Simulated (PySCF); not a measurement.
# Two-component Hartree-Fock for N (nitrogen, neutral)

Start: [He] 2s2 2p3; 2p1/2 filled at m_j = -1/2, +1/2; 2p3/2 filled at m_j = +3/2. Calculated with PySCF 2.14 in x2c-TZVPall-2c: generalised Hartree-Fock with the X2C-1e Hamiltonian and a Gaussian nucleus; one run each with spin-orbit coupling (SO) switched off, then screened by Boettger's factors.

```tsv
spinor shell	electrons	ε, spin-free (eV)	ε, screened SO (eV)	weight of nominal j (screened SO)	rms radius, screened SO (bohr)
1s1/2	2	-425.40	-425.40	1.000	0.265
2s1/2	2	-25.712	-25.712	1.000	1.48
2p1/2	2	-15.519	-15.523	0.501	1.58
2p3/2	1	-15.519	-15.511	1.000	1.58
```

| quantity | spin-free | screened SO |
| --- | --- | --- |
| E (hartree) | -54.43200 | -54.43200 |
| M_J | 3/2 | 3/2 |
| ⟨J²⟩ | 3.758 | 3.758 |
| ⟨L²⟩ | 0.000 | 0.000 |
| ⟨S²⟩ | 3.758 | 3.758 |

Each row is a mean over spinors that exchange with the open shell spreads, by up to 11.894 eV (2s1/2).

Rows whose weight is well below 1 are mixtures of j = l ± 1/2: exchange outweighs spin-orbit coupling there, and the label is only the starting occupation.

Without spin-orbit coupling the j labels of p, d and f shells carry no meaning; the spin-free column gives the mean over the occupied spinors of each nl shell.
